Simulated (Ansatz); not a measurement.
Ansatz (an electronic-structure program) input:
A basis named .json is the Basis Set Exchange file of that set.

Ansatz 0.2 input:
```yaml
crystal:
  periodic: [false, false, false]
  atoms:
    - {symbol: C, position_ang: [-1.33120532, 1.38146233, 0.33011230]}
    - {symbol: Si, position_ang: [-0.39306006, 0.10535135, -0.83581282]}
    - {symbol: C, position_ang: [-1.17647556, -1.54691108, -0.11176436]}
    - {symbol: Si, position_ang: [1.61589996, 0.01703455, 0.45294153]}
    - {symbol: H, position_ang: [-1.34494598, 1.09027869, 1.38796559]}
    - {symbol: H, position_ang: [-2.37278875, 1.47591874, 0.00029420]}
    - {symbol: H, position_ang: [-0.88423329, 2.37876645, 0.26108577]}
    - {symbol: H, position_ang: [-1.20369755, -1.58295065, 0.98458888]}
    - {symbol: H, position_ang: [-0.63024577, -2.42813212, -0.46425078]}
    - {symbol: H, position_ang: [-2.20778321, -1.64693133, -0.47092800]}
    - {symbol: H, position_ang: [1.52553261, -0.21357886, 1.94960277]}
    - {symbol: H, position_ang: [2.58353166, -1.05694845, 0.02585183]}
    - {symbol: H, position_ang: [2.46095693, 1.26286743, 0.37590025]}
basis:
  gaussian:
    orbitals: cc-pV_D+d_Z.json
total_charge: -1
magnetization: {spin_polarized: false}
correlation: {method: ccsd_t, electrons: outside_noble_gas}
```

**Question.** What final total energy does it print?

**Answer.** -659.42895 Eh (CCSD(T)/cc-pV(D+d)Z). The basis has 119 functions.

It need not be the lowest isomer of its formula. Whether it binds its extra electron was not tested at this geometry.
